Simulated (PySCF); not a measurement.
C2H2N, SMILES N#C[CH2-], charge -1. The structure is a stationary point at r2SCAN-D4/def2-TZVPD.

Computed with r2SCAN-D4/def2-TZVPD in PySCF 2.14.0.

Harmonic wavenumbers (cm⁻¹): 411, 434, 563, 1049, 1070, 1415, 2145, 3082, 3143. Rotational constants (GHz): 271.2, 10.21, 9.909; symmetry number 1.

Task: Work out the zero-point energy and the ideal-gas rigid-rotor harmonic-oscillator thermochemistry at 298.15 K and 1 atm.

Result: ZPE = ½ Σ hcν = ½ × 13312 cm⁻¹ = 79.62 kJ/mol. H − E(el) = 91.70 kJ/mol. Entropy in J/(mol K): translation 154.77, rotation 83.68, vibration 10.26, total 248.70. G − E(el) = 17.55 kJ/mol. Cp = 52.90 J/(mol K).
